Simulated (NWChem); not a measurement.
System: CuH₂OCl; SMILES [OH2]->[Cu][Cl]

The following NWChem deck was run.

```
start job
memory heap 200 mb stack 900 mb global 1100 mb
geometry units angstroms noautoz
  Cu     0.022952     0.244350     0.000000
  Cl    -0.036546    -1.811308     0.000000
  O      0.019076     2.102442     0.000000
  H      0.433600     2.510787     0.780500
  H      0.433600     2.510787    -0.780500
end
basis spherical
  * library def2-tzvpp
end
dft
  xc b3lyp
  iterations 150
  mulliken
end
task dft energy
```

All runs use the structure optimised with B3LYP/6-31G* (spherical d).

### Question
Predict the main results of this run. (B3LYP/def2-TZVPP.) Quantities: basis functions; energy (Ha); highest occupied level (eV); orbital gap (eV); dipole (D).

### Answer
```
Quantity                       Result
---------------------------  --------
number of basis functions         165
energy (Ha)                  -2177.34
highest occupied level (eV)     -6.45
orbital gap (eV)                 4.74
dipole (D)                       8.21
```
